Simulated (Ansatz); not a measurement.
Ansatz (a first-principles code) job for B(F)(Me)(OMe) (C₂H₆BFO), SMILES O(B(C)F)C, PBE0/def2-SVPD. Geometry optimised at r2SCAN-D4/def2-SVP. The values are those of a single conformer.

Ansatz 0.2 input:
```yaml
crystal:
  periodic: [false, false, false]
  atoms:
    - {symbol: B, position_ang: [-0.05605648, 0.00465185, 0.53114991]}
    - {symbol: F, position_ang: [-0.56923977, -0.43442752, 1.68494731]}
    - {symbol: C, position_ang: [0.93437304, 1.22302799, 0.51617845]}
    - {symbol: H, position_ang: [1.82772353, 1.02486629, -0.09846631]}
    - {symbol: H, position_ang: [1.25832231, 1.50466123, 1.52795786]}
    - {symbol: H, position_ang: [0.44341730, 2.10383226, 0.06532471]}
    - {symbol: O, position_ang: [-0.47420887, -0.66630269, -0.56762921]}
    - {symbol: C, position_ang: [-0.03092328, -0.33273250, -1.86551568]}
    - {symbol: H, position_ang: [1.03393812, -0.58727414, -2.00523282]}
    - {symbol: H, position_ang: [-0.62254896, -0.91163783, -2.58898114]}
    - {symbol: H, position_ang: [-0.16443943, 0.74078903, -2.08382053]}
basis:
  gaussian:
    orbitals: def2-SVPD
hamiltonian:
  xc: {name: PBE0}
```

Program output:

```
WARN ansatz: RAYON_NUM_THREADS=1 ignored (pool sized by the plan → 1); use --threads N
Functional definition: PBE0
integrals: 0.07 GiB planned
1251 factors; their error is unknown
mean field: 0.69 GiB planned
mean field evaluation 1: about -7594.6941 eV, gradient 5.8e1 eV
mean field evaluation 2: about -7591.5756 eV, gradient 7.1e1 eV
mean field evaluation 4: about -7601.5645 eV, gradient 2.4e0 eV
mean field evaluation 8: about -7601.5743 eV, gradient 2.1e-2 eV
mean field evaluation 16: about -7601.5788 eV, gradient 2.2e-5 eV
mean field -7601.57877505 eV, -279.3528674479 hartree, gradient 2.2e-5 eV, S^2 0.000000; 0 other end points of the search recorded, 0 dependent functions left out
reference -7601.57880910 eV, -279.3528686994 hartree; 20, 20 occupied and 134, 134 virtual orbitals, 1251 factors
Total energy: -7601.57880910 eV, -279.3528686994 hartree
```

The run converged.
